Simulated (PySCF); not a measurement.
**Telling isomers of C7H6O apart by NMR**

Theory: coordinates at the GFN2-xTB level, NMR shieldings at PBE0/pcSseg-1/GIAO, in PySCF (no relativistic terms, in vacuum, one conformer, averaged over atoms made equivalent by symmetry, fast rotation or ring inversion).

Scale: ¹H (σ = 31.72 ppm) and ¹³C (σ = 186.93 ppm) vs TMS (reference shieldings calculated alike). Where no couplings were computed, multiplicities follow the n + 1 count of equivalent neighbours, and m marks all less simple cases (inequivalent or close neighbours, rings, F or P nearby). Shifts are as computed. Against solution values, carbons near 30 ppm lie about +3 ppm off and those near 130 ppm about +5 ppm. Of 1211 compounds with measured shifts, 218 miss one by over three times the rms of a fit or turn the order of signals round; such compounds aren't used in these exercises.

(1) Tabulate the signals of `C#CC(=O)C(=C)C=C`, `C=C1C=CC(=O)C=C1`, `C#CC#CCC(C)=O` and their relative energies.

(2) What is the quickest way to tell C#CC(=O)C(=C)C=C from C#CC#CCC(C)=O?

(3) What is the quickest way to tell C=C1C=CC(=O)C=C1 from C#CC#CCC(C)=O?

(4) What is the quickest way to tell C#CC(=O)C(=C)C=C from C=C1C=CC(=O)C=C1?

## Answers

(1) 
```tsv
SMILES	carbon types	δC	δH	E rel. (kcal/mol)
C#CC(=O)C(=C)C=C	3×C 2×CH 2×CH2	183.8, 155.8, 141.7, 133.0, 129.8, 92.1, 86.7	6.81 (m, 1H), 6.23 (br s, 1H), 6.13 (m, 1H), 5.87 (m, 1H), 5.64 (br s, 1H), 2.90 (s, 1H)	61.2
C=C1C=CC(=O)C=C1	2×C 4×CH 1×CH2	189.1, 145.7, 144.4, 138.3, 137.1	7.32 (d, 2H), 6.53 (d, 2H), 6.11 (s, 2H)	0.0
C#CC#CCC(C)=O	4×C 1×CH 1×CH2 1×CH3	205.9, 78.6, 75.9, 74.2, 73.6, 37.4, 30.3	3.29 (s, 2H), 2.48 (s, 3H), 1.39 (s, 1H)	61.5
```

Energies are electronic energies at PBE0/pcSseg-1 on these geometries, without zero-point or thermal terms, each for the one conformer computed, which needn't be the lowest.

(2) Both give the same number of carbon signals, but DEPT or the intensities differ. The first has an alkene CH at 141.7 ppm, the second an sp3 CH2 α to a carbonyl at 37.4 ppm. Their most deshielded carbons lie at 183.8 and 205.9 ppm. In the proton spectra the most deshielded non-exchanging signals are 6.81 (m, 1H) and 3.29 (s, 2H).

(3) Count the carbon signals: 5 against 7. The first has a β carbon of a C=C–C=O unit (CH) at 144.4 ppm, the second an alkyne carbon (C) at 78.6 ppm. Their most deshielded carbons lie at 189.1 and 205.9 ppm. In the proton spectra the most deshielded non-exchanging signals are 7.32 (d, 2H) and 3.29 (s, 2H).

(4) Count the carbon signals: 7 against 5. The first has an alkyne carbon (C) at 86.7 ppm, the second a fully substituted alkene carbon (C) at 145.7 ppm. Their most deshielded carbons lie at 183.8 and 189.1 ppm. In the proton spectra the most deshielded non-exchanging signals are 6.81 (m, 1H) and 7.32 (d, 2H).
